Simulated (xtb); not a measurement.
CH7NSi3, SMILES [SiH3][Si@H]1N=C[SiH2]1. All values are semi-empirical tight-binding results from xtb (GFN2-xTB unless named), good for trends rather than for accurate numbers. The structure is a stationary point at GFN2-xTB. The structure was generated by enumeration; whether it is a known compound was not checked.

Optimised geometry:

Bonds (Å): Si1–Si2 2.307, Si1–H6 1.465, Si1–H7 1.464, Si1–H8 1.467, Si2–N3 1.791, Si2–Si5 2.366, Si2–H9 1.477, N3–C4 1.275, C4–Si5 1.916, C4–H10 1.088, Si5–H11 1.466, Si5–H12 1.466. Angles (°): Si2–Si1–H6 113.1, Si2–Si1–H7 114.7, Si2–Si1–H8 108.1, H6–Si1–H7 107.2, H6–Si1–H8 106.7, H7–Si1–H8 106.6, Si1–Si2–N3 111.7, Si1–Si2–Si5 127.1, Si1–Si2–H9 113.5, N3–Si2–Si5 76.9, N3–Si2–H9 105.7, Si5–Si2–H9 113.5, Si2–N3–C4 105.1, N3–C4–Si5 109.0, N3–C4–H10 118.4, Si5–C4–H10 132.7, Si2–Si5–C4 69.0, Si2–Si5–H11 125.5, Si2–Si5–H12 122.9, C4–Si5–H11 111.4, C4–Si5–H12 111.2, H11–Si5–H12 108.0.

### Question
Estimate the properties. (The exact figures need the calculation; the answer reports its results.)

### Answer

```
Property                                         Result
----------------------------------------  -------------
orbital gap                                     2.08 eV
dipole moment                                    2.31 D
zero-point energy                         42.3 kcal/mol
G − E(el) at 298.15 K (modified RRHO)     21.3 kcal/mol
static polarisability (D4 model)            100.2 bohr³
solvation energy, GFN2-xTB/ALPB(water)    -1.8 kcal/mol
solvation energy, GFN2-xTB/ALPB(benzene)  -3.1 kcal/mol
```

### Question
Give the atomic charges and the Wiberg bond orders between heavy atoms. (The exact figures need the calculation; the answer reports its results.)

### Answer
charges (e) Si1 0.37, Si2 0.36, N3 -0.38, C4 -0.04, Si5 0.35, H6 -0.11, H7 -0.10, H8 -0.14, H9 -0.11, H10 0.01, H11 -0.09, H12 -0.10. Bond orders Si1–Si2 0.81, Si2–N3 1.00, N3–C4 1.95, Si2–Si5 0.81, C4–Si5 0.88.
